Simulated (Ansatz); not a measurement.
Start from `[NH]=[W](=[NH])([NH2])[NH2]` and change one atom or group to get `[NH]=[W](=[NH])([NH2])[Cl]`.

Ansatz, PBE0-D4/def2-TZVP geometries, multiplicity 1. Each molecule was computed in one conformer, which needn't be the lowest.

Elements past krypton have def2 core potentials.

```csv
property,`[NH]=[W](=[NH])([NH2])[NH2]`
HOMO–LUMO gap (ωB97M-V/def2-TZVPP) / eV,10.52
HOMO energy (ωB97M-V/def2-TZVPP) / eV,-8.91
HOMO–LUMO gap (PBE/def2-TZVPP) / eV,4.37
zero-point energy (PBE0-D4/def2-TZVP) / kJ/mol,207.3
LUMO energy (B3LYP/def2-TZVPP) / eV,-0.41
HOMO energy (PBE/def2-TZVPP) / eV,-5.41
```

(1) What does the change do to each property? (Estimate.)

Results:

(1) Ansatz gave: 
```csv
property,`[NH]=[W](=[NH])([NH2])[Cl]`,shift
HOMO–LUMO gap (ωB97M-V/def2-TZVPP) / eV,10.81,0.29
HOMO energy (ωB97M-V/def2-TZVPP) / eV,-9.89,-0.98
HOMO–LUMO gap (PBE/def2-TZVPP) / eV,4.48,0.11
zero-point energy (PBE0-D4/def2-TZVP) / kJ/mol,145.4,-61.9
LUMO energy (B3LYP/def2-TZVPP) / eV,-1.34,-0.93
HOMO energy (PBE/def2-TZVPP) / eV,-6.39,-0.98
```

The zero-point energy changes by -61.9 kJ/mol with -6 modes.

B3LYP here is the variant with VWN-RPA as its local correlation; programs differ in this.
